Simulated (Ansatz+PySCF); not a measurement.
The numbers below are computed, except where a source is named.
Input for PySCF 2.14.0:

```python
from pyscf import gto, scf, cc

mol = gto.M(atom="""
Ca 0.000000 0.000000 0.000000
O 0.000000 0.000000 2.180000
""", basis='sto-3g', charge=0, spin=0)
mf = scf.RHF(mol)
mf.kernel()
mycc = cc.CCSD(mf, frozen=10).run()
et = mycc.ccsd_t()
print(mf.e_tot, mycc.e_corr, et, mycc.e_tot + et)
```

The script is written out from the run's settings.

Output:

```
Converged                       : yes
Reference energy                : -743.64228 hartree
CCSD correlation energy         : -0.12733 hartree
Triples correction              : -0.00941 hartree
Total energy                    : -743.77902 hartree
Spin squared of the determinant : 0.000
```

Caution: large amplitudes, a single reference is doubtful; another spin multiplicity may lie lower; an unrestricted determinant lies well below.
